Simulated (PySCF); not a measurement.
1-bromo-1-fluoropropa-1,2-diene (C3H2BrF), SMILES C=C=C(F)Br. Coordinates come from a PBE-D3(BJ)/def2-SVP optimisation.

Question: Give the equilibrium geometry at PBE-D3(BJ)/def2-SVP (PySCF confirms it by a frequency run) as Cartesian coordinates in Å, and its point group. (An estimate is asked for; the answer gives what the named calculation found.)

Answer: point group Cs.
```xyz
7

C     -0.8276    -2.7939     0.0000
C     -0.1414    -1.6698     0.0000
C      0.5243    -0.5349     0.0000
F      1.8594    -0.4397     0.0000
Br    -0.3374     1.1579     0.0000
H     -1.1287    -3.2891    -0.9415
H     -1.1287    -3.2891     0.9415
```
Charge 0, spin multiplicity 1.
